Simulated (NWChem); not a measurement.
System: AlN2H5; SMILES [NH2][AlH][NH2]

Here is an NWChem input.

```
start job
memory heap 200 mb stack 900 mb global 1100 mb
geometry units angstroms noautosym nocenter noautoz
  Al     0.000000     0.000000    -0.490339
  H      0.000000     0.000000    -2.074720
  N     -1.543802    -0.000129     0.386600
  H     -2.447997     0.002874    -0.071181
  H     -1.671203    -0.003611     1.391829
  N      1.543802     0.000129     0.386600
  H      1.671203     0.003611     1.391829
  H      2.447997    -0.002874    -0.071181
end
basis spherical
  * library def2-svp
end
dft
  xc xpbe96 cpbe96
  iterations 150
end
property
  efieldgrad
end
task dft property
```

Parts of the log:

```
             Northwest Computational Chemistry Package (NWChem) 7.3.0
             --------------------------------------------------------

                             Geometry "geometry" -> ""
                             -------------------------

 Output coordinates in angstroms (scale by  1.889725989 to convert to a.u.)

  No.       Tag          Charge          X              Y              Z
 ---- ---------------- ---------- -------------- -------------- --------------
    1 Al                  13.0000     0.00000000     0.00000000    -0.49033900
    2 H                    1.0000     0.00000000     0.00000000    -2.07472000
    3 N                    7.0000    -1.54380200    -0.00012900     0.38660000
    4 H                    1.0000    -2.44799700     0.00287400    -0.07118100
    5 H                    1.0000    -1.67120300    -0.00361100     1.39182900
    6 N                    7.0000     1.54380200     0.00012900     0.38660000
    7 H                    1.0000     1.67120300     0.00361100     1.39182900
    8 H                    1.0000     2.44799700    -0.00287400    -0.07118100

 Effective nuclear repulsion energy (a.u.)     100.9618069454

  pbe96 is a nonlocal functional; adding pw91lda local functional.
                              NWChem Property Module
                              ----------------------

  itol2e modified to match energy
  convergence criterion.

                                 NWChem DFT Module
                                 -----------------

 Summary of "ao basis" -> "ao basis" (spherical)
 ------------------------------------------------------------------------------
       Tag                 Description            Shells   Functions and Types
 ---------------- ------------------------------  ------  ---------------------
 Al                         def2-svp                 8       18   4s3p1d
 H                          def2-svp                 3        5   2s1p
 N                          def2-svp                 6       14   3s2p1d

  itol2e modified to match energy
  convergence criterion.

[...]

          -----------------------
          Electric field gradient
          -----------------------

 1 a.u. = 0.324123 10**(16) esu/cm**3  ( or statvolts/cm**2 ) = 0.97174 10**(22) v/m**2

 ------------------------------------------------------------
   Atom      X         Y         Z
 ------------------------------------------------------------
    1 Al   0.00000   0.00000  -0.92661
 ------------------------------------------------------------

 Electric field gradient in molecular frame (a.u.)
         XX             YY             ZZ             XY             XZ             YZ
 ------------------------------------------------------------------------------------------
        0.329166      -0.691065       0.361899       0.000855       0.000000      -0.000000

 Principal components (a.u.) and orientation
 of principal axis w.r.t. absolute frame                      Asymmetry parameter eta
 --------------------------------------------------------------------------------------
       -0.691066       0.361899       0.329167                       0.047364

       -0.000838       0.000006       1.000000
        1.000000       0.000000       0.000838
        0.000000       1.000000      -0.000006

 ------------------------------------------------------------
   Atom      X         Y         Z
 ------------------------------------------------------------
    2 H    0.00000   0.00000  -3.92065
 ------------------------------------------------------------

 Electric field gradient in molecular frame (a.u.)
         XX             YY             ZZ             XY             XZ             YZ
 ------------------------------------------------------------------------------------------
        0.055945       0.058157      -0.114102       0.000023      -0.000000       0.000000

 Principal components (a.u.) and orientation
 of principal axis w.r.t. absolute frame                      Asymmetry parameter eta
 --------------------------------------------------------------------------------------
       -0.114102       0.058157       0.055945                       0.019383

        0.000000       0.010445       0.999945
       -0.000000       0.999945      -0.010445
        1.000000      -0.000000      -0.000000

 ------------------------------------------------------------
   Atom      X         Y         Z
 ------------------------------------------------------------
    3 N   -2.91736  -0.00024   0.73057
 ------------------------------------------------------------

 Electric field gradient in molecular frame (a.u.)
         XX             YY             ZZ             XY             XZ             YZ
 ------------------------------------------------------------------------------------------
       -0.265621       0.778713      -0.513092       0.002172      -0.183701       0.005209

 Principal components (a.u.) and orientation
 of principal axis w.r.t. absolute frame                      Asymmetry parameter eta
 --------------------------------------------------------------------------------------
        0.778736      -0.610866      -0.167870                       0.568866

        0.001406       0.469748       0.882799
        0.999992      -0.004044       0.000559
        0.003832       0.882791      -0.469750

 ------------------------------------------------------------
   Atom      X         Y         Z
 ------------------------------------------------------------
    4 H   -4.62604   0.00543  -0.13451
 ------------------------------------------------------------

[...]
```

Level: PBE/def2-SVP. The geometry was optimised at PBE0/def2-SVP. NWChem prints the field gradient with the sign opposite to the second derivative of the potential.
